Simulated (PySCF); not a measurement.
# C₆ coefficients of unlike pairs at BP86

Calculated with PySCF 2.14 from the dipole response of each species, C₆(A,B) = (3/π) ∫ α_A(iu) α_B(iu) du, in atomic units, from isotropic polarisabilities. For ions this is the dispersion term alone; charge-induced terms of lower order in 1/R come first.

| species | configuration | basis | relativity | α (bohr³) | C₆ (like pair) |
| --- | --- | --- | --- | --- | --- |
| Al(2+) | [Ne] 3s1 (2S) | aug-cc-pVQZ-DK (7s6p4d3f2g) | spin-free X2C | 13.22 | 34.54 |
| In(2+) | [Kr] 4d10 5s1 (2S) | aug-cc-pV5Z-PP with ECP28MDF (8s8p6d4f3g2h) | core potential | 13.10 | 61.01 |
| W(3+) | [Xe] 4f14 5d3 (4F) | aug-cc-pVTZ-PP with ECP60MDF (6s6p5d3f2g) | core potential | 7.657 | 37.66 |
| Cl(3+) | [Ne] 3s2 3p2 (3P) | dyall-av2z (13s9p2d) | none | 4.304 | 11.71 |

Estimate C₆ for W(3+) with In(2+).

The integral gives 46.89. The combination rule 2 C_A C_B / (C_A α_B/α_A + C_B α_A/α_B) gives 45.91 and the geometric mean 47.94.

No spin-orbit coupling is included.

The other pairs:

| pair | C₆ |
| --- | --- |
| W(3+), Al(2+) | 30.44 |
| Cl(3+), W(3+) | 20.89 |
| In(2+), Al(2+) | 42.97 |
| Cl(3+), In(2+) | 26.20 |
| Cl(3+), Al(2+) | 17.34 |
